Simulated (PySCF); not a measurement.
HI, charge -1, doublet, at the geometry of the source list (a state made from the parent by changing its charge; the spin is typed, not shown lowest) (core potentials on I) (in this run its highest filled SCF level lies above zero, so its values depend strongly on the basis, on diffuse functions most of all); CAMB3LYP/def2-SV(P) in PySCF.

Input for PySCF:
```python
from pyscf import gto, scf, dft

mol = gto.Mole()
mol.atom = '''
    I     0.785000    0.000000    0.000000
    H    -0.785000    0.000000    0.000000
'''
mol.basis = 'def2-sv(p)'
mol.ecp = {'I': 'def2-sv(p)'}
mol.charge = -1
mol.spin = 1
mol.verbose = 4
mol.build()

mf = dft.UKS(mol)
mf.xc = 'camb3lyp'
mf = mf.newton()
mf.kernel()
```

Write the output that PySCF gives for this input, abridged.


```
PySCF version 2.14.0

[INPUT] verbose = 4
[INPUT] num. atoms = 2
[INPUT] num. electrons = 27
[INPUT] charge = -1
[INPUT] spin (= nelec alpha-beta = 2S) = 1
[INPUT] symmetry False subgroup None
[INPUT] Mole.unit = angstrom
[INPUT] Symbol           X                Y                Z      unit          X                Y                Z       unit  Magmom
[INPUT]  1 I      0.785000000000   0.000000000000   0.000000000000 AA    1.483435007784   0.000000000000   0.000000000000 Bohr   0.0
[INPUT]  2 H     -0.785000000000   0.000000000000   0.000000000000 AA   -1.483435007784   0.000000000000   0.000000000000 Bohr   0.0

nuclear repulsion = 8.4263887089172
number of shells = 12
number of NR pGTOs = 65
number of NR cGTOs = 28
basis = def2-sv(p)
ecp = {'I': 'def2-sv(p)'}

******** <class 'pyscf.soscf.newton_ah.SecondOrderUKS'> ********
method = SecondOrderUKS
initial guess = minao
damping factor = 0
level_shift factor = 0
DIIS = <class 'pyscf.scf.diis.CDIIS'>
diis_start_cycle = 1
diis_space = 8
diis_damp = 0
SCF conv_tol = 1e-09
SCF conv_tol_grad = None
SCF max_cycles = 50
direct_scf = True
direct_scf_tol = 1e-13
number electrons alpha = 14  beta = 13
XC library pyscf.dft.libxc version 7.1.2
    S. Lehtola, C. Steigemann, M. J. T. Oliveira, and M. A. L. Marques,  SoftwareX 7, 1–5 (2018)
XC functionals = camb3lyp
    T. Yanai, D. P. Tew, and N. C. Handy,  Chem. Phys. Lett. 393, 51 (2004)
radial grids:
    Treutler-Ahlrichs [JCP 102, 346 (1995); DOI:10.1063/1.469408] (M4) radial grids

becke partition: Becke, JCP 88, 2547 (1988); DOI:10.1063/1.454033
pruning grids: <function nwchem_prune>
grids dens level: 3
symmetrized grids: False
atomic radii adjust function: <function treutler_atomic_radii_adjust>
small_rho_cutoff = 0
******** <class 'pyscf.dft.uks.UKS'> Newton solver flags ********
SCF tol = 1e-09
conv_tol_grad = None
max. SCF cycles = 50
direct_scf = True
direct_scf_tol = 1e-13
max_cycle_inner = 12
max_stepsize = 0.05
ah_start_tol = 1e+09
ah_level_shift = 0
ah_conv_tol = 1e-12
ah_lindep = 1e-14
ah_start_cycle = 1
ah_max_cycle = 40
ah_grad_trust_region = 2.5
kf_interval = 4
kf_trust_region = 5
canonicalization = True
Set conv_tol_grad to 3.16228e-05
tot grids = 31768

Initial guess E= -296.850468400206  |g|= 1.94058
macro= 0  E= -298.210396418569  delta_E= -1.35993  |g|= 0.304146  3 KF 17 JK
macro= 1  E= -298.223300406287  delta_E= -0.012904  |g|= 0.00118149  4 KF 13 JK
macro= 2  E= -298.223300436352  delta_E= -3.00644e-08  |g|= 2.71807e-05  2 KF 6 JK
macro= 3  E= -298.223300436352  delta_E= -5.68434e-14  |g|= 8.76131e-06  1 KF 2 JK
Canonicalize SCF orbitals
macro X = 4  E=-298.223300436352  |g|= 8.76131e-06  total 11 KF 43 JK
converged SCF energy = -298.223300436352  <S^2> = 0.75209611  2S+1 = 2.002095
```
